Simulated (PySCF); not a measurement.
C5H5FO, SMILES C#C[C@@]1(F)CCO1. Geometry optimised at ωB97X-D3(BJ)/def2-SVP. The structure was generated by enumeration; whether it is a known compound was not checked.

All values below come from ωB97X-D3(BJ)/def2-SVP (PySCF).

Harmonic wavenumbers (cm⁻¹): 80, 181, 196, 382, 475, 537, 573, 658, 757, 761, 788, 908, 958, 1007, 1073, 1149, 1174, 1199, 1211, 1263, 1314, 1371, 1459, 1524, 2281, 3092, 3138, 3156, 3216, 3483. Rotational constants (GHz): 4.643, 2.272, 1.968; symmetry number 1.

**Question.** Work out the zero-point energy and the ideal-gas rigid-rotor harmonic-oscillator thermochemistry at 298.15 K and 1 atm.

**Answer.** ZPE = ½ Σ hcν = ½ × 39362 cm⁻¹ = 235.44 kJ/mol. H − E(el) = 254.66 kJ/mol. Entropy in J/(mol K): translation 166.19, rotation 113.55, vibration 54.20, total 333.94. G − E(el) = 155.10 kJ/mol. Cp = 103.60 J/(mol K). Modes under 150 cm⁻¹ make the vibrational entropy uncertain.
